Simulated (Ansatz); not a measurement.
C₁₃H₁₅BF₂N₂⁺, that is BODIPY with one electron fewer. Total charge 1; doublet. Geometry PBE-D4/def2-SVP, that of the neutral singlet; atoms count from 1.

```xyz
33

C    -1.304   -0.297    3.770
C    -0.315    0.293    2.815
C     0.755    1.149    3.099
C     1.432    1.428    1.878
C     2.632    2.282    1.654
N     0.808    0.777    0.866
C    -0.271    0.070    1.399
C    -1.095   -0.699    0.572
C    -0.871   -0.793   -0.805
C    -1.581   -1.518   -1.819
C    -2.783   -2.383   -1.606
C    -0.912   -1.247   -3.018
C     0.177   -0.377   -2.729
C     1.184    0.197   -3.666
N     0.192   -0.112   -1.400
B     1.214    0.807   -0.647
F     2.512    0.305   -0.803
F     1.130    2.116   -1.139
H    -2.347   -0.195    3.403
H    -1.122   -1.381    3.929
H    -1.246    0.197    4.759
H     1.038    1.546    4.081
H     2.415    3.061    0.896
H     3.466    1.677    1.240
H     2.960    2.761    2.594
H    -1.940   -1.246    1.015
H    -3.158   -2.787   -2.565
H    -2.555   -3.246   -0.945
H    -3.614   -1.823   -1.128
H    -1.166   -1.628   -4.014
H     0.981   -0.115   -4.706
H     1.180    1.304   -3.604
H     2.206   -0.123   -3.378
```

Single mean-field runs in def2-TZVP are fitted with def2-universal-jkfit.

(1) Estimate the Mulliken populations of the heavy atoms from the PBE0/def2-TZVP orbitals of Ansatz.

(2) Where does the spin sit?

(3) And the Mayer bond orders between heavy atoms (over 0.3)?

Answers

(1) 
| atom | charge (e) | spin (α − β) |
| --- | --- | --- |
| C1 | -0.41 | 0.00 |
| C2 | 0.02 | -0.02 |
| C3 | -0.16 | 0.08 |
| C4 | 0.12 | 0.25 |
| C5 | -0.40 | -0.01 |
| N6 | 0.09 | -0.09 |
| C7 | 0.24 | 0.38 |
| C8 | -0.38 | -0.25 |
| C9 | 0.23 | 0.38 |
| C10 | 0.03 | -0.02 |
| C11 | -0.41 | 0.00 |
| C12 | -0.16 | 0.08 |
| C13 | 0.12 | 0.25 |
| C14 | -0.40 | -0.01 |
| N15 | 0.09 | -0.09 |
| B16 | 0.24 | 0.00 |
| F17 | -0.29 | 0.00 |
| F18 | -0.29 | 0.00 |
Mulliken values depend strongly on the basis.

(2) Summed by element: C 1.10, N -0.18, B 0.00, F 0.00, H 0.08, of 1 unpaired in all. Largest on single atoms: C9 0.38, C7 0.38, C8 -0.25.

(3) C1–C2 0.97 (1.50 Å); C2–C3 1.57 (1.40 Å); C2–C7 1.12 (1.44 Å); C3–C4 1.22 (1.42 Å); C4–C5 1.02 (1.49 Å); C4–N6 1.33 (1.36 Å); N6–C7 1.15 (1.40 Å); N6–B16 0.84 (1.57 Å); C7–C8 1.30 (1.40 Å); C8–C9 1.33 (1.40 Å); C9–C10 1.12 (1.44 Å); C9–N15 1.15 (1.40 Å); C10–C11 0.96 (1.50 Å); C10–C12 1.58 (1.40 Å); C12–C13 1.22 (1.42 Å); C13–C14 1.02 (1.49 Å); C13–N15 1.33 (1.36 Å); N15–B16 0.84 (1.57 Å); B16–F17 1.11 (1.40 Å); B16–F18 1.11 (1.40 Å).
